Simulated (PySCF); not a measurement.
Excitations are Tamm–Dancoff values on a coarser integration grid. The basis has no diffuse functions, so Rydberg states are missing or too high.

Z-matrix (Å, degrees):
```
C
H 1 1.1166
C 1 1.5422 2 107.93
H 3 1.1105 1 110.75 2 -59.70
H 3 1.1145 4 106.06 1 118.24
C 3 1.5354 4 109.68 5 117.88
H 6 1.1112 3 109.42 4 57.45
H 6 1.1121 7 106.37 3 119.30
C 1 1.5424 2 108.34 3 119.86
H 9 1.1104 1 110.47 2 59.20
H 9 1.1117 10 106.27 1 -118.76
C 9 1.5365 10 109.57 11 -117.21
H 12 1.1089 9 109.86 10 61.58
H 12 1.1115 13 107.24 9 118.84
C 12 1.5344 13 109.45 14 117.64
H 15 1.1172 12 109.71 13 -66.54
C 15 1.5204 16 103.32 6 117.04
O 17 1.2146 15 125.82 16 112.78
H 17 1.1367 18 120.73 15 178.69
Si 1 1.9037 2 105.88 3 -120.01
H 20 1.5063 1 110.49 2 -60.55
H 20 1.5071 21 108.72 1 -121.36
H 20 1.5072 21 108.59 22 -117.79
```
Charge 0, multiplicity 1.

Question: What LUMO, HOMO, S1–T1 gap (TDA), T1 excitation (TDA), dipole moment, HOMO–LUMO gap, total energy and S1 excitation (TDA) does PBE-D3(BJ)/def2-TZVP // PBE-D3(BJ)/def2-SVP (PySCF) give?

Answer: 
The LUMO is -2.04 eV, the HOMO is -5.84 eV and the S1–T1 gap (TDA) is 0.61 eV. The T1 excitation (TDA) comes out as 3.44 eV, the dipole moment is 2.86 D and the HOMO–LUMO gap is 3.80 eV. The total energy is -639.4290 Ha and the S1 excitation (TDA) is 4.04 eV.
